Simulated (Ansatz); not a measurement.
HITe (SMILES [TeH]I) moved off its minimum; all values from Ansatz (a quantum-chemistry and plane-wave program), cores frozen in correlated methods. Elements past Kr take the def2 small-core potentials, without spin–orbit coupling.
(charge 0, multiplicity 1)
```xyz
3

Te     0.4913     0.8365     0.9731
H      0.6837     2.1470    -0.1350
I     -0.5084    -0.8168    -0.9872
```

**Question.** Give the forces (eV/Å), the total energy and the dipole at CCSD(T)/def2-TZVPPD.

**Answer.** 
```csv
atom,Fx,Fy,Fz
Te1,0.003,0.554,-0.815
H2,-0.090,-0.685,0.624
I3,0.087,0.131,0.191
```
Energy -564.5818 hartree, dipole 1.09 D.
